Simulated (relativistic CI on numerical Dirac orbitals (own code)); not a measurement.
**Spin-allowed bands of a d2 ion in an octahedral site, by hand**

Problem. Take Δ = 20050 cm⁻¹ and B = 690 cm⁻¹ for a d2 ion in an octahedral site. Calculate the three spin-allowed bands.

Working.
1. The terms of highest spin are 3F (energy 0) and 3P (15B = 10350 cm⁻¹). Here the F term splits into A2 at +1.2Δ = 24060, T2 at +0.2Δ = 4010 and T1 at −0.6Δ = -12030 cm⁻¹.
2. The two T1 states mix through the element 0.4Δ: H = [[-12030, 8020], [8020, 10350]], with roots ½(H₁₁ + H₂₂) ∓ ½√[(H₂₂ − H₁₁)² + 4H₁₂²] = ½(-1680) ∓ ½(27534) = -14607 and 12927 cm⁻¹.
3. The ground term is 3T1 at -14607 cm⁻¹.
4. Bands: 3T2 18617 cm⁻¹ (537 nm), 3T1(P) 27534 cm⁻¹ (363 nm), 3A2 38667 cm⁻¹ (259 nm).

Check. Exact diagonalisation of the whole d2 shell with these parameters gives 3T2 18617, 3T1 27534, 3A2 38667 cm⁻¹. The match is exact, since without spin-orbit coupling no other term has this spin. The ratio of the second band to the first, 1.479, depends on Δ/B = 29.1 alone, which is how a Tanabe-Sugano diagram is read.
